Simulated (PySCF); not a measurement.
Species: C6H12SSi.
Cartesian coordinates in Å at the PBE0-D3(BJ)/def2-SVP level; atoms count from 1:
```xyz
20
C6H12SSi angstrom
C      2.2468   -1.3681   -0.2157
S      2.2343    0.3752    0.3129
Si     0.1339    0.7954    0.1455
C     -0.0707    2.5882    0.6397
C     -0.5621    0.3260   -1.5608
C     -1.3129   -0.9453   -1.2700
C     -1.4888   -1.3185    0.0080
C     -0.9286   -0.4552    1.1059
H      1.6528   -1.9993    0.4602
H      3.2921   -1.7034   -0.1855
H      1.8689   -1.4808   -1.2416
H     -1.1331    2.8761    0.6022
H      0.4903    3.2479   -0.0399
H      0.2981    2.7608    1.6623
H      0.2133    0.1932   -2.3341
H     -1.2377    1.1129   -1.9450
H     -1.7144   -1.5493   -2.0919
H     -2.0377   -2.2348    0.2542
H     -1.7331    0.0511    1.6711
H     -0.3581   -1.0356    1.8508
```

Linear response at PBE0/def2-SVPD (PySCF, frozen core in the response, non-relativistic).

Static isotropic polarisability: 114.48 au (16.96 Å³), principal values 107.4, 115.3, 120.7 au.

Q: What is the polarisability at 1064 nm and at the sodium D line?

A: 115.53 au at 1064 nm (+0.9 %), 118.03 au at 589.3 nm (+3.1 %). The rise at 589.3 nm is 3.37 times that at 1064 nm; a pure ω² law gives 3.26. The lowest singlet lies at 221 nm, shorter than both wavelengths.

Q: What is the isotropic C6 coefficient between two such molecules, C6 = (3/π)∫α(iω)² dω?

A: 5062 au (Eh·bohr⁶) by a ten-point quadrature over imaginary frequencies, which is 3020 eV·Å⁶ or 292 J·nm⁶/mol.

Q: Which effective excitation energy ω̄ makes London's formula C6 = (3/4)α²ω̄ exact here?

A: ω̄ = 4·C6/(3α²) = 0.515 Eh = 14.0 eV. A one-pole form α(ω) = α/(1 − ω²/ω̄²) fitted to the 1064 nm value gives 12.2 eV.

Q: What n − 1 at the D line would an ideal gas of it have at 273.15 K and 1 atm (2.6868 × 10¹⁹ cm⁻³), by n − 1 = 2π·N·α′?

A: 29.53 × 10⁻⁴, a formal value whether or not that pressure can be reached.

Q: How many electrons N does the Slater–Kirkwood formula C6 = (3/4)·√N·α^(3/2) need to give this C6?

A: N = (4·C6/3)²/α³ = 30.4; the species has 78 electrons in all.

Q: The lowest 6 singlets have (eV, f): 5.61, 0.001; 5.94, 0.012; 6.12, 0.028; 6.37, 0.001; 6.45, 0.000; 6.69, 0.000. What share of the static polarisability do they carry in the sum over states α = Σ f/ω²?

A: 0.83 au, 0.7 % of α; the largest term, 0.55 au, is that of the state at 6.12 eV. Their oscillator strengths add up to 0.04. Higher states carry the rest.

Q: What molar refraction at the D line follows from R = (4π/3)·N_A·α′, with α′ the polarisability volume?

A: α′ = 17.49 Å³ gives R = 44.12 cm³/mol, for isolated, non-vibrating species.

Q: How anisotropic is the static polarisability, by Δα² = ½[(α1 − α2)² + (α2 − α3)² + (α3 − α1)²]?

A: Δα = 11.6 au, or 0.10 of the isotropic value.

Q: What three-body coefficient follows from the one-pole estimate C9 = (3/4)·α·C6?

A: 435000 au. This is an estimate from the two numbers above, not a computed integral.

One conformer stands for the species.
